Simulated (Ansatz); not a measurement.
CH3F2NSi, SMILES `F/C=N/[SiH2]F`, relaxed with RKS PBE-D4/def2-SVP in the Gaussian-basis code of Ansatz from a rough embedded geometry. The force threshold is 0.03 eV/Å; the program also tests the step.

The species carries charge 0 and has multiplicity 1.

Start:

```xyz
8

F    -2.213   -1.454   -0.199
C    -1.305   -0.558   -0.083
N    -0.092   -0.970   -0.012
Si    1.128    0.340    0.024
F     0.330    1.638    0.584
H    -1.669    0.473   -0.068
H     1.673    0.581   -1.281
H     2.146   -0.050    1.036
```

| step | energy (eV) | largest force (eV/Å) | largest move (Å) |
| --- | --- | --- | --- |
| 1 | -15867.5972 | 2.907 | 0.000 |
| 2 | -15867.7939 | 1.637 | 0.113 |
| 3 | -15867.7983 | 1.126 | 0.119 |
| 4 | -15867.8998 | 0.281 | 0.200 |
| 5 | -15867.9189 | 0.146 | 0.096 |
| 6 | -15867.9208 | 0.205 | 0.032 |
| 7 | -15867.9214 | 0.034 | 0.006 |
| 8 | -15867.9214 | 0.040 | 0.006 |
| 9 | -15867.9214 | 0.035 | 0.002 |
| 10 | -15867.9215 | 0.001 | 0.001 |

End:

```xyz
8

F    -2.230   -1.613   -0.274
C    -1.372   -0.601   -0.064
N    -0.134   -0.754   -0.191
Si    1.160    0.384    0.021
F     0.596    1.866    0.454
H    -1.939    0.315    0.218
H     1.876    0.521   -1.284
H     2.043   -0.118    1.119
```

Hardware: 2 threads of an Arm Neoverse V1 on a shared host. Wall time 17 s, peak host memory 0.14 GiB.
